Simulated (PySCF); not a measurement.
BClFHS. Atoms are numbered in the order given.

```xyz
5

B      0.3647     0.0177     0.0000
Cl    -0.4960     1.5532     0.0000
F      1.6873     0.0266     0.0000
S     -0.5686    -1.5252     0.0000
H      0.5208    -2.3295     0.0000
```

Coordinates come from a B3LYP-D3(BJ)/def2-SVP optimisation. One conformer was computed; it need not be the lowest.

Calculation: B3LYP/pcSseg-2 (PySCF).

GIAO shieldings, no solvent; atoms alike by connectivity are averaged. δ = σ(ref) − σ: ¹¹B against BF3 (σ = 86.3 ppm); ³⁵Cl against HCl (σ = 930.0 ppm); ¹⁹F against CFCl3 (σ = 159.6 ppm); ³³S against H2S (σ = 688.9 ppm); ¹H against TMS (σ = 31.68 ppm), references at their B3LYP-D3(BJ)/def2-TZVP geometries, non-relativistic (without spin–orbit terms, shifts of atoms bonded to Cl or Br come out too high).

Q: Estimate the chemical shifts. (The exact figures need the calculation; the answer reports its results.)

A: 
| nucleus | atoms | count | δ (ppm) |
|---|---|---|---|
| ¹¹B | B1 | 1 | 36.0 |
| ³⁵Cl | Cl2 | 1 | 166.4 |
| ¹⁹F | F3 | 1 | -39.4 |
| ³³S | S4 | 1 | 131.6 |
| ¹H | H5 | 1 | 2.92 |
